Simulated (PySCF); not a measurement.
## Highest orbital energy against ionisation energy along group 14

Calculated with PySCF 2.14, no spin-orbit coupling. Each cell gives −ε(HOMO) / ΔSCF in eV; NIST values include spin-orbit coupling, (s) semi-empirical, (t) theoretical.

| species | UHF | LDA | PBE | PBE0 | r2SCAN | NIST (lowest levels) |
| --- | --- | --- | --- | --- | --- | --- |
| C⁺ (ANO-RCC-VTZP, spin-free X2C) | 24.878 / 24.174 | 17.814 / 24.775 | 17.963 / 24.866 | 19.800 / 24.847 | 18.645 / 25.017 | 24.383 |
| Si⁺ (ANO-RCC-VTZP, spin-free X2C) | 16.203 / 15.835 | 12.064 / 16.346 | 12.188 / 16.395 | 13.330 / 16.424 | 12.558 / 16.526 | 16.346 |
| Ge⁺ (ANO-RCC-VTZP, spin-free X2C) | 15.562 / 15.253 | 11.740 / 15.938 | 11.729 / 15.803 | 12.835 / 15.823 | 12.101 / 15.988 | 15.935 |
| Sn⁺ (ANO-RCC-VTZP, spin-free X2C) | 14.046 / 13.755 | 10.721 / 14.422 | 10.651 / 14.225 | 11.650 / 14.264 | 10.974 / 14.375 | 14.633 |
| Pb⁺ (ANO-RCC-VTZP, spin-free X2C) | 13.504 / 13.230 | 10.361 / 13.947 | 10.251 / 13.728 | 11.215 / 13.756 | 10.552 / 13.824 | 15.032 |

Task: How far is −ε(HOMO) from ΔSCF on average for each method, and why?

Result: UHF 0.39 eV; LDA -4.55 eV; PBE -4.45 eV; PBE0 -3.26 eV; r2SCAN -4.18 eV. Hartree-Fock orbital energies lack relaxation and so exceed the ΔSCF value; semilocal functionals have convex E(N) from self-interaction, so their HOMO lies far too high; exact exchange moves hybrids part of the way back.
